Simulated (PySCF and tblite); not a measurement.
Values are calculated unless marked as measured or tabulated.
# Rotation: stationary points, barriers and rates

System: C3H11AsSi, numbered as in [CH3:1][CH2:2][As:3]([CH3:4])[SiH3:5].

Motion: rotation about the C2–As3 bond (torsion C1–C2–As3–C4 from -170° to -50°, rising). Geometries: GFN2-xTB; energies: PBE0/pcSseg-1 + D3(BJ); zero-point and thermal terms from GFN2-xTB harmonic modes (soft modes blended into free rotors). Rates follow Eyring's equation with the number of equivalent paths and no tunnelling. Programs: tblite and PySCF.

| point | symmetry | E(GFN2) kcal/mol | E(DFT) kcal/mol | ZPE change kcal/mol | lowest mode cm⁻¹ | dipole D |
| --- | --- | --- | --- | --- | --- | --- |
| start | C1 | 0.0 | 0.0 | 0.00 | 59 | 1.25 |
| saddle | C1 | 2.1 | 2.5 | 0.20 | 75i | 1.42 |
| end | C1 | 0.7 | 0.5 | 0.12 | 46 | 1.42 |

- Electronic barrier: 2.5 kcal/mol
- Barrier with zero-point energy: 2.6 kcal/mol
- ΔH‡ (298 K): 2.0 kcal/mol
- ΔS‡ (298 K, symmetry apart): -4.7 cal/(mol K)
- Paths: 1 equivalent path
- End point: a different minimum
- Mean lifetime of the start against this motion at 298 K: 52 ps
- Cost: 73 s on 1 thread of INTEL XEON PLATINUM 8581C @ 2.10GHz, on a host shared with other jobs (rough), peak memory 0.76 GiB, launched as `OMP_NUM_THREADS=1 python ens_run.py task.json out`

| T/K | ΔG‡ kcal/mol | k s⁻¹ | ΔG kcal/mol | k back s⁻¹ |
| --- | --- | --- | --- | --- |
| 150 | 3.0 | 1.6×10⁸ | 0.6 | 1.2×10⁹ |
| 200 | 3.1 | 1.7×10⁹ | 0.6 | 8.3×10⁹ |
| 250 | 3.3 | 7.4×10⁹ | 0.7 | 2.7×10¹⁰ |
| 298 | 3.4 | 1.9×10¹⁰ | 0.7 | 5.9×10¹⁰ |
| 350 | 3.6 | 4.1×10¹⁰ | 0.7 | 1.1×10¹¹ |
| 400 | 3.8 | 7.1×10¹⁰ | 0.7 | 1.7×10¹¹ |
| 500 | 4.2 | 1.6×10¹¹ | 0.7 | 3.3×10¹¹ |

ΔG and ΔG‡ leave out symmetry numbers and mirror images; rates count paths: 1 out, 1 back.

Spin–orbit effects of heavy atoms on shieldings are missing.
